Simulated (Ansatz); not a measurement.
Cost and result for the atomization energy of `[CH3][GeH]([OH])[BH]O` (12 atoms, 11 bonds).

```tsv
atom	x (Å)	y (Å)	z (Å)
C1	0.604	1.588	-0.046
Ge2	-0.425	0.020	-0.582
O3	0.479	-0.586	-2.014
B4	-0.512	-1.487	0.863
O5	-0.117	-1.301	2.140
H6	1.612	1.298	0.257
H7	0.121	2.115	0.779
H8	0.685	2.275	-0.890
H9	-1.836	0.462	-1.054
H10	0.086	-1.375	-2.392
H11	-0.902	-2.592	0.603
H12	0.207	-0.418	2.336
```

Total charge 0; spin multiplicity 1. Correlated methods include outer-core shells of Ge, which these sets cover unevenly. Scalar relativity is left out up to krypton. The structure was optimised at the PBE0-D4/def2-TZVP level. It is one conformer, not always the lowest. Program: Ansatz. All runs use 4 threads of an Arm Neoverse V2 on a shared host. Times are those of one run each, without the atoms' runs, and a repeat can differ threefold. Electronic energies, without spin–orbit coupling; frozen cores. CCSD(T)/CBS adds CCSD(T) − MP2 in def2-TZVPP to the MP2 limit, and its time is that of the two runs behind it. T1 = 0.013. With those shells the extrapolation isn't a true limit. B3LYP takes the VWN-RPA correlation (the form of Gaussian; ORCA's B3LYP/G).

CCSD(T)/CBS is a level of theory with its own doubt, some kJ/mol a heavy atom from the limit and from the frozen cores, so smaller differences don't rank the functionals.

```tsv
level	functions	wall time	atomization (kcal/mol)	difference from CCSD(T)/CBS	per bond
PBE-D4/def2-TZVPP (with forces)	270	2.7 s	1053.7	11.4	1.0
PBE0-D4/def2-TZVPP	270	3.5 s	1034.8	-7.5	-0.7
r2SCAN-D4/def2-TZVPP (with forces)	270	5.5 s	1043.2	0.9	0.1
B3LYP-D4/def2-TZVPP (with forces)	270	5.5 s	1036.2	-6.1	-0.6
B2PLYP/def2-TZVPP	270	6.5 s	1028.8	-13.5	-1.2
ωB97X-V/def2-TZVPP	270	9 s	1041.6	-0.7	-0.1
ωB97M-V/def2-TZVPP (with forces)	270	13 s	1039.6	-2.7	-0.2
MP2/def2-QZVPP	527	31 s	1049.2	6.9	0.6
CCSD(T)/def2-TZVPP	270	5.4 min	1018.5	-23.8	-2.2
CCSD(T)/CBS(def2)	–	5.9 min	1042.3	0.0	0.0
```

In def2-TZVPP, CCSD(T) changes the Hartree–Fock value by +262.4 kcal/mol (the triples alone add +14.7 kcal/mol) and MP2 by +279.2 kcal/mol; breaking electron pairs costs correlation energy, which Hartree–Fock lacks. From PBE to PBE0 (25 % exact exchange), in def2-TZVPP and without D4, the atomization energy moves by −18.2 kcal/mol: exact exchange takes away binding that semilocal exchange gives to molecules. The D4 term adds +8.2 kcal/mol with B3LYP and +4.4 kcal/mol with PBE0; it sums over pairs of atoms, weighted by their polarisabilities, and B3LYP, whose exchange is more repulsive, gets the larger term.
